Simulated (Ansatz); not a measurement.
The molecule K$_{2}$, closed-shell singlet (the spin of the measured ground state). No spin–orbit coupling. K is treated without relativity.

The constants come from a fifth-degree fit in 1/R (seven points, main isotopes). In def2 and cc sets the state is the lowest found near the PBE0 minimum, followed along R. The singlet is held restricted.

Correlated levels freeze the inner cores; with def2 sets outer-core shells near the valence are correlated too.

The values were computed with Ansatz (Gaussian orbitals). Values without a source in brackets are computed.

Doubts at one or more of the structures used: a restricted determinant that unrestricted orbitals would lower (CCSD(T)/def2-TZVPP, CCSD(T)/def2-QZVPP).

Quantity: ω_e, from seven points a level.

Costs are ratios of core time to PBE/def2-TZVPP (roughly 9 s), for whole runs (searches for the state included, and forces where a run took them) on one shared machine, so rough; each error counts from the measured 92.021 cm⁻¹ [Huber and Herzberg (1979), NIST Chemistry WebBook].

| level | basis functions | cost |
|---|---|---|
| SVWN5/def2-TZVPP | 66 | ×0.7 |
| PBE/def2-TZVPP | 66 | ×1 |
| B2PLYP/def2-TZVPP | 66 | ×1 |
| B3LYP/def2-TZVPP | 66 | ×1 |
| PBE0/def2-TZVPP | 66 | ×2 |
| BHLYP/def2-TZVPP | 66 | ×2 |
| r2SCAN/def2-TZVPP | 66 | ×2 |
| CAM-B3LYP/def2-TZVPP | 66 | ×2 |
| CCSD(T)/def2-TZVPP | 66 | ×2 |
| B97M-V/def2-TZVPP | 66 | ×3 |
| wB97X-V/def2-TZVPP | 66 | ×4 |
| CCSD(T)/def2-QZVPP | 140 | ×20 |

Q: Which is the cheapest listed level whose error stays within 1 cm⁻¹?

A: SVWN5/def2-TZVPP (1 cm⁻¹, cost ×0.7).

Q: With a budget of 10 times the cost of PBE/def2-TZVPP, which level comes closest?

A: BHLYP/def2-TZVPP, at 0 cm⁻¹; next is PBE0/def2-TZVPP at -1 cm⁻¹.

Q: What does the step from CCSD(T)/def2-TZVPP to CCSD(T)/def2-QZVPP cost and buy?

A: 66 to 140 functions, cost ×6 (rough); the error goes from -5 to 0 cm⁻¹.

Each error (cm⁻¹): SVWN5/def2-TZVPP 1; PBE/def2-TZVPP -4; B2PLYP/def2-TZVPP -2; B3LYP/def2-TZVPP -3; PBE0/def2-TZVPP -1; BHLYP/def2-TZVPP 0; r2SCAN/def2-TZVPP -3; CAM-B3LYP/def2-TZVPP 3; CCSD(T)/def2-TZVPP -5; B97M-V/def2-TZVPP -3; wB97X-V/def2-TZVPP 5; CCSD(T)/def2-QZVPP 0.

Ansatz is a quantum-chemistry and plane-wave program.
